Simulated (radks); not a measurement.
Exchange energies: the exact (Fock) value of the Kohn-Sham orbitals and density-functional approximations, in hartree. Species: Ar [Ar]; Ne3+ [He] 2s2 2p3; Hg+ [Xe] 4f14 5d10 6s1. Method: non-relativistic Kohn-Sham, r2SCAN, spin-polarised, spherical densities, point nucleus; meta-GGA in the generalised Kohn-Sham scheme; computed with a radial shooting solver on a logarithmic mesh with Libxc functionals. Every spin shell is full or empty, so the densities are truly spherical. Functionals are evaluated on that one density, not self-consistently.

functional        Ar      Ne3+       Hg+
exact       -30.1723  -10.4957  -345.013
LDA          -27.866   -9.4269   -331.91
PBEsol       -29.145   -10.032   -338.83
RPBE         -30.150   -10.502   -344.26
PW86         -30.291   -10.534   -343.70
WC           -29.705   -10.246   -342.88
AM05         -28.137   -9.6115   -332.60
APBE         -30.329   -10.535   -345.88
TPSS         -30.217   -10.517   -343.57
